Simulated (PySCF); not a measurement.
# Electron correlation in Si (silicon, neutral)

[Ne] 3s2 3p2, high-spin 3P determinant. All numbers are calculated (PySCF 2.14, the spin-free X2C one-electron Hamiltonian (Gaussian nucleus), in jorge-DZP-DKH (7s4p1d, 24 functions)). Frozen: [Ne]; 4 electrons correlated.

MP2 pair energies summed by pair of shells (mhartree):

| pair | energy | share (%) |
| --- | --- | --- |
| 3s-3p | -26.91 | 58.8 |
| 3s-3s | -14.27 | 31.2 |
| 3p-3p | -4.60 | 10.0 |

Total MP2 correlation energy: -45.78 mhartree.

Same-spin part -7.78 and opposite-spin part -38.00 mhartree; SCS-MP2 scales them by 1/3 and 6/5 to -48.19 mhartree.

```json
{"level": "CCSD", "correlation energy (mhartree)": "-64.65"}
{"level": "(T)", "correlation energy (mhartree)": "-1.06"}
{"level": "CCSD(T)", "correlation energy (mhartree)": "-65.71"}
```

Diagnostics: T1 = 0.0098, D1 = 0.0253, largest double amplitude 0.105.

Is a single reference adequate?

Mostly. T1 lies below 0.03, but a double amplitude of this size points to a near-degeneracy that CCSD handles and MP2 describes poorly.
